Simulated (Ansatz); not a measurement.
Species, as SMILES: [Si](F)F (closed-shell singlet).
Atoms: Si1, F2, F3. Bonds: Si1-F2, Si1-F3.

Basis-set convergence of the optimised Si1-F2 bond length at B3LYP with Ansatz (a quantum-chemistry and plane-wave program). Cartesian d functions, on some or all atoms, in 6-31G**, 6-311G**; all else is spherical. The program fits the integrals of some runs and decomposes those of others, by size. No added dispersion term, no relativity. Reference: the value in def2-QZVPPD, 1.6067 Å, itself unsure by roughly 0.0009 Å (its mean distance from pcseg-3, def2-QZVPP, cc-pV(Q+d)Z). Deviations are taken from unrounded values. Cost is core time over that of 6-31G**, rough, on shared machines of one kind; a dash marks a row that isn't timed (too short, read off another run, short of memory, by another algorithm or on other hardware). It counts the whole optimisation.

```json
[
 {"basis": "STO-3G", "functions": "19", "cost": "-"},
 {"basis": "3-21G", "functions": "31", "cost": "0.6×"},
 {"basis": "6-31G", "functions": "31", "cost": "0.8×"},
 {"basis": "pcseg-0", "functions": "31", "cost": "0.7×"},
 {"basis": "pcseg-1", "functions": "46", "cost": "0.7×"},
 {"basis": "6-31G**", "functions": "49", "cost": "1×"},
 {"basis": "6-311G**", "functions": "63", "cost": "0.7×"},
 {"basis": "def2-SVPD", "functions": "70", "cost": "1×"},
 {"basis": "pcseg-2", "functions": "94", "cost": "1×"},
 {"basis": "def2-TZVPD", "functions": "123", "cost": "2×"},
 {"basis": "def2-TZVPPD", "functions": "128", "cost": "2×"},
 {"basis": "pcseg-3", "functions": "184", "cost": "5×"},
 {"basis": "def2-QZVPPD", "functions": "208", "cost": "6×"}
]
```

Problem. Which is the smallest set listed that can be trusted to 0.005 Å here, that is, within that of the reference together with its larger relatives (same family, alike in diffuse functions; a set with none to test it counts only in the reference's own line)?

Solution. The smallest set listed that lies within 0.005 Å of the reference with all its larger relatives (same family, alike in diffuse functions; a set with none counts only in the reference's own line) is pcseg-2 (94 functions, 1× in cost, 0.0004 Å off). Value minus reference: STO-3G 0.0374, 3-21G 0.0456, 6-31G 0.0964, pcseg-0 0.0592, pcseg-1 0.0333, 6-31G** 0.0093, 6-311G** 0.0173, def2-SVPD 0.0426, pcseg-2 0.0004, def2-TZVPD 0.0028, def2-TZVPPD 0.0028, pcseg-3 -0.0016, def2-QZVPPD 0.0000 Å.
